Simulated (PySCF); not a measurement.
**Steps of a relaxation of [Dy(NH2)4]−**

[Dy(NH2)4]− (singlet in the valence; each metal's 4f electrons, 9 of them, lie in its core potential, out of spins and levels; a saddle point, relaxed within its symmetry). PySCF 2.14.0, RKS r2SCAN, Dy lcecp-1-SVP with ECP55, N def2-SVP, H def2-SVP; non-relativistic Hamiltonian with scalar-relativistic core potentials where named; density fitting; no spin-orbit coupling. Origin of the start: template. Columns: position (Å) and force (eV/Å). Energies are counted from the last step; some of the 11 steps are shown. Forces carry noise of the integration grid, about 0.01 to 0.03 eV/Å.

Run from Python with OMP_NUM_THREADS=2. Where DIIS fails, smearing, a level shift and second-order steps follow.
It took 100 s on 2 threads of Arm Neoverse V1, on a shared host, from the converged density of the start.

```xyz
13
step 0  E = 0.158 eV
Dy    0.0000    0.0000    0.0000     0.00    0.00    0.00
N     1.3029    1.3029    1.3029    -0.50   -0.16   -0.16
H     1.6436    1.0567    2.2305     0.20    0.23    0.10
H     1.6436    2.2305    1.0567     0.20    0.10    0.23
N    -1.3029   -1.3029    1.3029     0.50    0.16   -0.16
H    -1.6436   -1.0567    2.2305    -0.20   -0.23    0.10
H    -1.6436   -2.2305    1.0567    -0.20   -0.10    0.23
N     1.3029   -1.3029   -1.3029    -0.50    0.16    0.16
H     1.6436   -2.2305   -1.0567     0.20   -0.10   -0.23
H     1.6436   -1.0567   -2.2305     0.20   -0.23   -0.10
N    -1.3029    1.3029   -1.3029     0.50   -0.16    0.16
H    -1.6436    2.2305   -1.0567    -0.20    0.10   -0.23
H    -1.6436    1.0567   -2.2305    -0.20    0.23   -0.10
```

```xyz
13
step 3  E = 0.036 eV
Dy    0.0000    0.0000    0.0000     0.00    0.00    0.00
N     1.2228    1.3467    1.3467    -0.09    0.01    0.01
H     1.6793    1.0828    2.2214     0.01   -0.06    0.09
H     1.6793    2.2214    1.0828     0.01    0.09   -0.06
N    -1.2228   -1.3467    1.3467     0.09   -0.01    0.01
H    -1.6793   -1.0828    2.2214    -0.01    0.06    0.09
H    -1.6793   -2.2214    1.0828    -0.01   -0.09   -0.06
N     1.2228   -1.3467   -1.3467    -0.09   -0.01   -0.01
H     1.6793   -2.2214   -1.0828     0.01   -0.09    0.06
H     1.6793   -1.0828   -2.2214     0.01    0.06   -0.09
N    -1.2228    1.3467   -1.3467     0.09    0.01   -0.01
H    -1.6793    2.2214   -1.0828    -0.01    0.09    0.06
H    -1.6793    1.0828   -2.2214    -0.01   -0.06   -0.09
```

```xyz
13
step 7  E = 0.003 eV
Dy    0.0000    0.0000    0.0000     0.00    0.00    0.00
N     1.1069    1.4010    1.4010    -0.01   -0.05   -0.05
H     1.5274    1.1519    2.3003     0.00    0.03   -0.01
H     1.5274    2.3003    1.1519     0.00   -0.01    0.03
N    -1.1069   -1.4010    1.4010     0.01    0.05   -0.05
H    -1.5274   -1.1519    2.3003     0.00   -0.03   -0.01
H    -1.5274   -2.3003    1.1519     0.00    0.01    0.03
N     1.1069   -1.4010   -1.4010    -0.01    0.05    0.05
H     1.5274   -2.3003   -1.1519     0.00    0.01   -0.03
H     1.5274   -1.1519   -2.3003     0.00   -0.03    0.01
N    -1.1069    1.4010   -1.4010     0.01   -0.05    0.05
H    -1.5274    2.3003   -1.1519     0.00   -0.01   -0.03
H    -1.5274    1.1519   -2.3003     0.00    0.03    0.01
```

Problem. Where does the relaxation end?

Solution. It converges at step 10 in D2d:
```xyz
13
step 10  E = 0
Dy    0.0000    0.0000    0.0000
N     1.0949    1.4020    1.4020
H     1.4878    1.1731    2.3186
H     1.4878    2.3186    1.1731
N    -1.0949   -1.4020    1.4020
H    -1.4878   -1.1731    2.3186
H    -1.4878   -2.3186    1.1731
N     1.0949   -1.4020   -1.4020
H     1.4878   -2.3186   -1.1731
H     1.4878   -1.1731   -2.3186
N    -1.0949    1.4020   -1.4020
H    -1.4878    2.3186   -1.1731
H    -1.4878    1.1731   -2.3186
```

Problem. How did the contacts change?

Solution. 
| contact | start (Å) | end (Å) |
| --- | --- | --- |
| Dy1–N2 (NH2) | 2.257 | 2.265 |
| Dy1–N5 (NH2) | 2.257 | 2.265 |
| Dy1–N8 (NH2) | 2.257 | 2.265 |
| Dy1–N11 (NH2) | 2.257 | 2.265 |


An lcecp potential fixes the number of 4f electrons, so in runs with it no electron can move into or out of that shell.
